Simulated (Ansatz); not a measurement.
Gas-phase electronic energies from Ansatz, PBE0-D4/def2-TZVP geometries. CCSD(T)/CBS is the MP2 limit (def2-TZVPP, def2-QZVPP) plus CCSD(T) − MP2 in def2-TZVPP, frozen cores. DFT in def2-TZVPP. For Br outer-core shells are correlated without core-valence functions, which leaves a few kJ/mol of doubt a bond. Scalar relativity is left out up to krypton. Each species was taken in one conformer, which may not be the lowest.

`O[SiH](Cl)Br` + `FC[SiH2]CF` → `O[SiH](Cl)CF` + `FC[SiH2]Br`  (redistribution)

| species | PBE-D4 energy (Eh) |
| --- | --- |
| `O[SiH](Cl)Br` | -3399.68971 |
| `FC[SiH2]CF` | -568.66173 |
| `O[SiH](Cl)CF` | -964.92748 |
| `FC[SiH2]Br` | -3003.42303 |

**Question.** Work out ΔE.

**Answer.** ΔE = (-964.92748) + (-3003.42303) − (-3399.68971) − (-568.66173) = 0.00093 Eh = +0.03 eV. CCSD(T)/CBS gives -0.01 eV.

Largest T1 diagnostic among the species: 0.011.

In def2-TZVPP, CCSD(T) changes the Hartree–Fock value by +0.05 eV (the triples alone add +0.01 eV) and MP2 by +0.05 eV.
